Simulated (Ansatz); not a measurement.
Species: AlH, charge 1, doublet. AlH+ (parent SMILES [AlH], doublet).
B3LYP-D3(BJ)/def2-TZVP minimum from Ansatz (a quantum-chemistry and plane-wave program):
```
Al
H 1 1.6229
```
Charge +1, spin multiplicity 2.

Total energies in cc-pV(5+d)Z, 3 correlated electrons, 5 frozen orbitals. UHF or UKS for unpaired electrons; spin-orbit terms are left out. Cores are frozen in correlated methods. No relativity. Full CI freezes restricted core orbitals and the other rows unrestricted ones, which leaves a small offset even where coupled cluster is exact. The spin of HAl+ (parent SMILES [AlH], doublet) was assumed, and the state is the lowest solution found for it.

```tsv
method	program	energy (Eh)	error against FCI (mEh)
HF	Ansatz	-242.19868	48.71
MP2	Ansatz	-242.23500	12.38
CCSD	Ansatz	-242.24653	0.85
CCSD(T)	Ansatz	-242.24721	0.18
CCSDT	Ansatz	-242.24744	-0.06
FCI	Ansatz	-242.24738	0.00
```

Rough core times of Ansatz's runs on a shared machine: CCSD(T) 30 s, CCSDT 7 min, FCI 3 min.
